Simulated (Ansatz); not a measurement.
Ansatz (a quantum-chemistry and plane-wave program) input (CCSD(T)/cc-pVDZ):

Ansatz 0.2 input:
```yaml
crystal:
  periodic: [false, false, false]
  atoms:
    - {symbol: Ge, position_ang: [-0.00636411, -0.01788243, 1.10493422]}
    - {symbol: Br, position_ang: [1.08381413, -1.62619655, -0.52533801]}
    - {symbol: Br, position_ang: [-1.07799552, 1.64254620, -0.48488756]}
basis:
  gaussian:
    orbitals: cc-pVDZ
total_charge: -1
magnetization: {spin_polarized: true, initial_magnetization: 1}
correlation: {method: ccsd_t, electrons: outside_noble_gas}
```

Output:

```
Functional definition: HF
integrals: 0.14 GiB planned
961 factors; integrals over basis functions are off by at most 6.4e-4 eV
mean field: 0.64 GiB planned
mean field evaluation 1: about -196472.3093 eV, gradient 8.3e0 eV
mean field evaluation 2: about -196472.3127 eV, gradient 8.3e0 eV
mean field evaluation 4: about -196472.9460 eV, gradient 1.1e0 eV
mean field evaluation 8: about -196472.9725 eV, gradient 2.7e-4 eV
mean field evaluation 16: about -196472.9444 eV, gradient 1.1e0 eV
mean field evaluation 32: about -196470.2745 eV, gradient 2.4e0 eV
mean field evaluation 64: about -196470.4032 eV, gradient 4.9e-4 eV
mean field -196472.97250744 eV, -7220.2485654846 hartree, gradient 2.4e-6 eV, S^2 0.766233; 2 other end points of the search recorded, 0 dependent functions left out
determinant -196472.97250744 eV, -7220.2485654846 hartree, with singles and doubles -196481.78173154 eV, -7220.5722984992 hartree
determinant -196470.62854537 eV, -7220.1624264673 hartree, with singles and doubles -196479.61393347 eV, -7220.4926333896 hartree
determinant -196470.40316716 eV, -7220.1541439706 hartree, with singles and doubles -196479.37749947 eV, -7220.4839446003 hartree
42 core orbitals not correlated
reference -196472.97250744 eV, -7220.2485654846 hartree; 10, 9 occupied and 29, 30 virtual orbitals, 961 factors
second order -7.97960629 eV of doubles, -0.00000000 eV of singles
coupled cluster: 0.20 GiB planned
cycle   1  -8.80942996 eV  change   -2.1e-4 eV  update   6.4e-4
cycle   2  -8.80948759 eV  change   -5.8e-5 eV  update   4.2e-4
cycle   3  -8.80950939 eV  change   -2.2e-5 eV  update   2.0e-4
cycle   4  -8.80949264 eV  change    1.7e-5 eV  update   5.6e-5
cycle   5  -8.80954411 eV  change   -5.1e-5 eV  update   1.5e-5
cycle   6  -8.80956154 eV  change   -1.7e-5 eV  update   5.8e-6
perturbative correction -0.19275541 eV, -0.0070836306 hartree
Total energy: -196481.97482439 eV, -7220.5793945305 hartree
```
